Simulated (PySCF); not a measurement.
SMILES FC(F)(F)[SiH2][SiH3] (CH5F3Si2), singlet, GFN2-xTB optimised geometry.

```
11

F      0.83    -1.74     1.08
C      1.20    -1.01     0.00
F      2.55    -1.01     0.00
F      0.83    -1.74    -1.08
Si     0.41     0.77     0.00
Si    -1.88     0.44     0.03
H      1.03     1.36    -1.19
H      1.06     1.37     1.17
H     -2.55     1.74    -0.12
H     -2.33    -0.43    -1.05
H     -2.33    -0.14     1.30
```

Density from CAM-B3LYP/def2-TZVP run with PySCF at that geometry.

Minimum of the electron density along straight lines between bonded atoms, close to the bond critical point (lines longer than 1.1 times the sum of covalent radii, or with two minima, are not listed):

| bond | length / Å | ρ at the minimum / e bohr⁻³ | ∇²ρ there / e bohr⁻⁵ | position (fraction from the first atom) |
|---|---|---|---|---|
| F1–C2 | 1.353 | 0.274 | -0.46 | 0.66 |
| C2–F3 | 1.346 | 0.279 | -0.44 | 0.34 |
| C2–F4 | 1.352 | 0.275 | -0.46 | 0.34 |
| C2–Si5 | 1.949 | (withheld) | 0.17 | 0.62 |
| Si5–Si6 | 2.318 | (withheld) | (withheld) | 0.63 |
| Si5–H7 | 1.466 | 0.125 | 0.17 | 0.49 |
| Si5–H8 | 1.465 | 0.126 | 0.17 | 0.49 |
| Si6–H9 | 1.466 | 0.124 | 0.18 | 0.49 |
| Si6–H10 | 1.465 | 0.125 | 0.18 | 0.49 |
| Si6–H11 | 1.465 | 0.125 | 0.18 | 0.49 |

Question: Fill in the missing entries.

Answer: 
- C2–Si5, ρ at the minimum / e bohr⁻³: 0.111
- Si5–Si6, ρ at the minimum / e bohr⁻³: 0.098
- Si5–Si6, ∇²ρ there / e bohr⁻⁵: -0.16
